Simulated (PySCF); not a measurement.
CH3Se, SMILES C[Se] (connectivity only; charge and spin as stated), charge -1, multiplicity 1. Atoms are numbered in the order given.

```xyz
5

C      0.0000     0.0000    -1.5338
Se     0.0000     0.0000     0.4401
H      0.8858     0.5114    -1.9202
H     -0.8858     0.5114    -1.9202
H      0.0000    -1.0228    -1.9202
```
Charge -1, spin multiplicity 1.

Geometry: PBE0-D3(BJ)/def2-TZVPD. The multiplicity is an assumed one; other spin states were not compared. The isomer is the one that the SMILES or the coordinates give; other isomers of the formula were not compared.

The numbers are results of PBE0-D3(BJ)/def2-TZVPD (PySCF), not measurements.

Frequencies are harmonic and unscaled.

Modes within 1.5 cm⁻¹ of each other (mostly degenerate sets) share a row, with their intensities summed.

**Question.** List the normal modes with their intensities. (The exact figures need the calculation; the answer reports its results.)

**Answer.** 
| mode | ν (cm⁻¹) | IR (km/mol) | Raman (Å⁴/amu) | depolarisation | moving atoms (share of kinetic energy) |
|---|---|---|---|---|---|
| 1 | 595 | 3.2 | 19.7 | 0.22 | C 71 %, Se 16 %, H 13 % |
| 2–3 | 866 | 22.9 | 16.0 | 0.75 | H 86 %, C 13 % |
| 4 | 1255 | 29.2 | 49.2 | 0.04 | H 86 %, C 14 % |
| 5–6 | 1463 | 2.0 | 5.3 | 0.75 | H 94 % |
| 7 | 3012 | 159.8 | 179.2 | 0.28 | H 98 % |
| 8–9 | 3080 | 41.0 | 194.5 | 0.75 | H 90 %, C 10 % |
